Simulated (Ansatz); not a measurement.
Job for Ansatz (an electronic-structure program): U-wB97X-V/cc-pVTZ on BrGeH3 (SMILES [GeH3][Br]), a point of a bond scan (R = 4.905 Å).

Ansatz 0.2 input:
```yaml
crystal:
  periodic: [false, false, false]
  atoms:
    - {symbol: Ge, position_ang: [-1.14560058, 0.04679150, 0.00463248]}
    - {symbol: Br, position_ang: [1.18424243, -0.04836981, -0.00478874]}
    - {symbol: H, position_ang: [-2.40747869, 4.64528827, -1.14329955]}
    - {symbol: H, position_ang: [-1.60695799, -0.33231658, 1.41625220]}
    - {symbol: H, position_ang: [-1.64237120, -0.95588990, -1.04278950]}
basis:
  gaussian:
    orbitals: cc-pVTZ
hamiltonian:
  xc: {name: wB97X-V}
magnetization: {spin_polarized: true, initial_magnetization: 0}
```

Output:

```
WARN ansatz: RAYON_NUM_THREADS=1 ignored (pool sized by the plan → 1); use --threads N
Functional definition: wB97X-V
integrals: 0.09 GiB planned
782 factors; integrals over basis functions are off by at most 5.8e-4 eV
integrals: 0.14 GiB planned
183 factors; integrals over basis functions are off by at most 3.3e-5 eV
mean field: 1.22 GiB planned
mean field evaluation 1: about -126593.3294 eV, gradient 1.9e1 eV
mean field evaluation 2: about -126587.1208 eV, gradient 3.1e1 eV
mean field evaluation 4: about -126597.2595 eV, gradient 8.4e0 eV
mean field evaluation 8: about -126598.4255 eV, gradient 8.7e-1 eV
mean field evaluation 16: about -126598.4527 eV, gradient 1.1e-3 eV
mean field evaluation 32: about -126600.9688 eV, gradient 9.0e0 eV
mean field -126601.27372477 eV, -4652.5109959597 hartree, gradient 8.8e-5 eV, S^2 1.001689; 2 other end points of the search recorded, 0 dependent functions left out
reference -126601.27372483 eV, -4652.5109959621 hartree; 35, 35 occupied and 93, 93 virtual orbitals, 782 factors
Total energy: -126601.27372483 eV, -4652.5109959621 hartree
```

Self-consistency was reached. Its determinant has ⟨S²⟩ = 1.00, a mixture of spin states.

Cost: roughly 30 core-seconds.
